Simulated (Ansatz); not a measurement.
`FC[C@@H](F)[C@H](F)CF` + H–F → `FCF` + `FCC(F)CF`  (substitution at a C–C bond)

Program: Ansatz. Geometries: PBE0-D4/def2-TZVP. ΔE: electronic, gas phase. CBS: MP2 limit from def2 TZ/QZ plus the TZ coupled-cluster correction, frozen cores. This one scheme is used for every species. Functionals use def2-TZVPP. Each species was taken in one conformer, which may not be the lowest.

`FC[C@@H](F)[C@H](F)CF`:

Z-matrix (Å, degrees):
```
C
C 1 1.506
F 1 1.376 2 109.7
H 1 1.092 2 110.2 3 -119.7
H 1 1.094 2 110.1 3 119.4
C 2 1.513 1 112.2 3 -167.7
F 2 1.384 1 109.3 3 70.1
H 2 1.096 1 109.3 3 -46.9
F 6 1.384 2 110.0 1 -45.9
C 6 1.506 2 112.2 1 -167.8
H 6 1.096 2 108.8 1 71.2
F 10 1.376 6 109.7 2 -167.6
H 10 1.092 6 110.2 2 72.6
H 10 1.094 6 110.1 2 -48.3
```

H–F:

```xyz
2

F     0.142   -0.429   -0.085
H    -0.142    0.429    0.085
```

`FCF`:

Z-matrix (Å, degrees):
```
C
F 1 1.351
F 1 1.351 2 108.6
H 1 1.093 2 108.8 3 118.2
H 1 1.094 2 108.8 3 -118.2
```

`FCC(F)CF`:

Z-matrix (Å, degrees):
```
C
C 1 1.506
F 1 1.379 2 111.1
H 1 1.095 2 110.0 3 -119.8
H 1 1.093 2 109.7 3 119.7
C 2 1.506 1 112.7 3 48.5
F 2 1.382 1 109.7 3 -73.5
H 2 1.097 1 108.4 3 169.6
F 6 1.377 2 109.9 1 168.2
H 6 1.092 2 110.2 1 -72.0
H 6 1.095 2 110.1 1 48.9
```

(1) Is it downhill or uphill in electronic energy at CCSD(T)/CBS, and by how much? (An estimate is asked.)

(2) What do these levels give: revPBE-D4, B97M-V, BHLYP-D4, LC-ωPBE, RPA@PBE/def2-TZVPP, CCSD/def2-SVP, MP2/def2-TZVPP, HF/def2-QZVPP, MP2/def2-QZVPP, SCS-MP2/def2-QZVPP, HF/CBS(def2), CCSD/CBS(def2)? (An estimate is asked.)

Largest T1 diagnostic among the species: 0.011.

## Answers

(1) Ansatz gave: Uphill: ΔE = +0.35 eV.

(2) Ansatz gave: revPBE-D4 0.25, B97M-V 0.21, BHLYP-D4 0.20, LC-ωPBE 0.22, RPA@PBE/def2-TZVPP 0.26, CCSD/def2-SVP 0.18, MP2/def2-TZVPP 0.36, HF/def2-QZVPP 0.04, MP2/def2-QZVPP 0.39, SCS-MP2/def2-QZVPP 0.31, HF/CBS(def2) 0.04, CCSD/CBS(def2) 0.33 eV.

Leaving LDA and LC-ωPBE aside and taking each functional with its dispersion term where it has one, the values, not all of them listed here, spread over 0.11 eV, from BLYP-D4 to PBE-QIDH. LDA lies +0.12 eV from PBE without D4. The D4 term adds +0.08 eV with B3LYP and +0.05 eV with PBE0; it sums over pairs of atoms, weighted by their polarisabilities, and B3LYP, whose exchange is more repulsive, gets the larger term. At CCSD(T), def2-SVP lies −0.16 eV from the extrapolated value and def2-TZVPP −0.05 eV.

B3LYP here is the variant with VWN-RPA as its local correlation; programs differ in this.
